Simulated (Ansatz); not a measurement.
One change: `FC/C=N\[SiH3]` becomes `C=N/C=N/[SiH3]`.

Ansatz, PBE0-D4/def2-TZVP geometries, multiplicity 1. Each molecule was computed in one conformer, which needn't be the lowest.

| property | `FC/C=N\[SiH3]` |
| --- | --- |
| size of the dipole moment (PBE/def2-TZVPP) / D | 2.63 |
| HOMO energy (ωB97M-V/def2-TZVPP) / eV | -9.37 |
| LUMO energy (ωB97M-V/def2-TZVPP) / eV | 1.19 |
| HOMO–LUMO gap (ωB97M-V/def2-TZVPP) / eV | 10.56 |
| size of the dipole moment (B3LYP/def2-TZVPP) / D | 2.72 |
| HOMO–LUMO gap (PBE0/def2-TZVPP) / eV | 6.07 |

(1) What does the change do to each property? (Estimate.)

Answers

(1) Ansatz gave: 
```json
{"property": "size of the dipole moment (PBE/def2-TZVPP) / D", "`C=N/C=N/[SiH3]`": "1.61", "shift": "-1.02"}
{"property": "HOMO energy (ωB97M-V/def2-TZVPP) / eV", "`C=N/C=N/[SiH3]`": "-9.77", "shift": "-0.40"}
{"property": "LUMO energy (ωB97M-V/def2-TZVPP) / eV", "`C=N/C=N/[SiH3]`": "0.68", "shift": "-0.51"}
{"property": "HOMO–LUMO gap (ωB97M-V/def2-TZVPP) / eV", "`C=N/C=N/[SiH3]`": "10.44", "shift": "-0.12"}
{"property": "size of the dipole moment (B3LYP/def2-TZVPP) / D", "`C=N/C=N/[SiH3]`": "1.67", "shift": "-1.05"}
{"property": "HOMO–LUMO gap (PBE0/def2-TZVPP) / eV", "`C=N/C=N/[SiH3]`": "5.88", "shift": "-0.19"}
```

With PBE0 the HOMO falls by 0.37 eV and the LUMO falls by 0.56 eV, so the gap narrows by about 0.19 eV. PBE moves the HOMO by -0.38 eV and ωB97M-V by -0.40 eV. Dipoles are sizes alone; their direction can turn.

B3LYP here is the variant with VWN-RPA as its local correlation; programs differ in this.
